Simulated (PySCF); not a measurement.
2-chloropyridine, C5H4ClN, SMILES Clc1ccccn1, point group Cs.

Level: B3LYP/pcSseg-1 in PySCF (density fitting, grid level 2); geometry and Hessian at that level, cubic constants and property derivatives from steps of ±0.6 along each species' dimensionless normal coordinates, second-order vibrational perturbation theory. The parent has the commonest isotopes.

Equilibrium geometry (Å):

| atom | x | y | z |
| --- | --- | --- | --- |
| Cl1 | 3.0137 | -0.8839 | 0.1471 |
| C2 | 1.2966 | -0.4866 | 0.0660 |
| C3 | 0.9280 | 0.8555 | -0.0482 |
| C4 | -0.4310 | 1.1372 | -0.1097 |
| C5 | -1.3467 | 0.0863 | -0.0555 |
| C6 | -0.8553 | -1.2093 | 0.0587 |
| N7 | 0.4526 | -1.4954 | 0.1190 |
| H8 | 1.6793 | 1.6365 | -0.0864 |
| H9 | -0.7698 | 2.1662 | -0.1988 |
| H10 | -2.4165 | 0.2671 | -0.1007 |
| H11 | -1.5292 | -2.0629 | 0.1046 |

(1) Give the equilibrium and ground-state rotational constants (MHz) of parent; ²H at 8.

(2) How is the parent's vibrational correction B0 − Be made up?

(3) And its quartic centrifugal distortion constants from the harmonic force field?

A mode lies under 250 cm⁻¹, where this perturbation treatment is rough.

Answers

(1) 
```csv
species,Ae,Be,Ce,A0,B0,C0,Δ0 (u Å²),harmonic ZPE (cm⁻¹)
parent,5898.3,1616.5,1268.8,5856.6,1607.8,1261.3,0.054,17304
²H at 8,5594,1616.2,1253.9,5555.2,1607.4,1246.5,0.053,16589
```

Δ0 = Ic − Ia − Ib from the ground-state constants.

(2) 
```tsv
axis	harmonic	Coriolis	cubic	total (MHz)
a	5.42	-4.63	-42.4	-41.6
b	0.972	-0.471	-9.25	-8.75
c	0.29	-0.115	-7.66	-7.49
```

(3) Asymmetric top, A reduction, Ir representation: ΔJ = 0.0639 kHz, ΔJK = 0.275 kHz, ΔK = 0.935 kHz, δJ = 0.0152 kHz, δK = 0.312 kHz.
